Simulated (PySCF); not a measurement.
Method: PySCF, PBE0, basis Mo def2-SVP with ECP28, N def2-SVP, Br def2-SVP (scalar-relativistic core potentials, no spin–orbit coupling, density fitting). Open shells, if any, are unrestricted.

**Question.** What spin state, shape and geometry does isolated BrMoN take (every ligand bound to Mo)?

**Answer.** Formally Mo is in oxidation state +4, d2, with 2 unpaired electrons (the high-spin count). The Mulliken spin on Mo is 2.37. The polar-tensor charge on Mo, 1.21, is far below the formal one. The lowest minimum found is a triplet of Cs symmetry with Mo–Br 2.467 Å, Mo–N 1.610 Å; Br–Mo–N 117.0°. Its harmonic wavenumbers are 135 (a'), 278 (a'), 1169 (a') cm⁻¹ and its dipole moment is 4.78 D.

Only a few start shapes were tried, so a lower isomer may exist. Other spin states or occupations of the open shell can lie lower.
